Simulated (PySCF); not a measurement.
## Computed data sheet: `FC(F)=C(F)C[SiH3]`

Species: C3H5F3Si.
Geometry (GFN2-xTB, Å), atoms numbered from 1 in this order:
```xyz
12
C3H5F3Si angstrom
F      1.910   -0.858   -1.562
C      1.952   -0.433   -0.298
F      3.073   -0.830    0.295
C      0.983    0.292    0.247
F      1.125    0.675    1.535
C     -0.285    0.690   -0.398
Si    -1.770   -0.289    0.342
H     -0.442    1.756   -0.228
H     -0.208    0.522   -1.469
H     -1.530   -1.711    0.107
H     -1.848    0.007    1.769
H     -2.959    0.179   -0.367
```

Some functional groups and rings: C=C double bond, C–F bond, Si–H bond and C–Si bond.

GFN2-xTB geometry:

| Property | Result |
| --- | --- |
| Point group of the GFN2-xTB geometry | C1 |
| Rotational constants A, B, C of the GFN2-xTB geometry | 3.533, 1.236, 1.026 GHz |

wB97X-D/def2-SVPD ground state and vertical TDDFT (core frozen in the response) (PySCF):

| Item | Value |
| --- | --- |
| Dipole moment | 2.14 D |
| HOMO energy | -9.03 eV |
| LUMO energy | 1.78 eV |
| HOMO–LUMO gap | 10.81 eV |
| Lowest singlet excitation | 6.46 eV (192 nm, f = 0.007) |
| Strongest line among the 8 lowest singlet transitions | S3 at 7.42 eV (167 nm, f = 0.514) |
| Lowest triplet excitation (Tamm–Dancoff) | 4.55 eV |
| Static isotropic polarisability | 66.9 au |
| Electronic spatial extent ⟨r²⟩ about the centre of nuclear charge | 1084 bohr² |

Monoisotopic mass from the formula: 126.0113 u.

The vertical singlet–triplet gap S1 − T1 is 1.91 eV (TDDFT singlet less Tamm–Dancoff triplet; S1: HOMO→LUMO, weight 0.55; T1: HOMO→LUMO+1, weight 0.47). S1 lies 4.35 eV below the HOMO–LUMO gap; its leading configuration is HOMO→LUMO, weight 0.55. No computed singlet falls in the visible range (750 to 380 nm, 1.65 to 3.26 eV); S1 lies 3.20 eV above its blue end. The largest Löwdin shares of the HOMO are 0.27 on C2, 0.26 on C4, 0.10 on F1 and 0.09 on F3. The rotational constants make it an asymmetric top with κ = (2B − A − C)/(A − C) = -0.83, nearer the prolate limit (−1). The principal polarisabilities are 56.4, 60.5 and 83.7 au; their mean is the isotropic value. The polarisability is 9.91 Å³ as a volume (1 au = 0.148185 Å³), or 1.04 au for each of the 64 electrons.

Isolated species at its GFN2-xTB geometry (one conformer only).
